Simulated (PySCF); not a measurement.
# Working out the ionisation energy of Ru⁺

Ru⁺ [Kr] 4d7 (4F) → Ru²⁺ [Kr] 4d6 (5D). Computed with PySCF 2.14 in cc-pVTZ-PP with ECP28MDF, with scalar relativity through the core potential. Frozen: 4s2 4p6. Energies in hartree (1 hartree = 27.21139 eV):

| part | Ru⁺ (lower) | Ru²⁺ (upper) |
| --- | --- | --- |
| UHF | -93.584436 | -93.037621 |
| MP2 opposite-spin | -0.091023 | -0.045027 |
| MP2 same-spin | -0.065673 | -0.060691 |

Problem. What does Hartree-Fock give?

Solution. (-93.037621) − (-93.584436) = 0.546815 hartree = 14.880 eV.

Problem. What do MP2 and SCS-MP2 (6/5 opposite-spin, 1/3 same-spin) give?

Solution. The opposite-spin parts differ by 1.252 eV and the same-spin parts by 0.136 eV. MP2: 14.880 + (1.252) + (0.136) = 16.268 eV. SCS-MP2: 14.880 + 1.2 × (1.252) + (0.136)/3 = 16.428 eV.

Reference: 16.76 ± 0.06 eV (semi-empirical (NIST evaluation); NIST Atomic Spectra Database, ionization energies), between the lowest levels; spin-orbit coupling is absent from the calculation.

What remains against the reference includes basis incompleteness, the frozen core and correlation beyond second order.
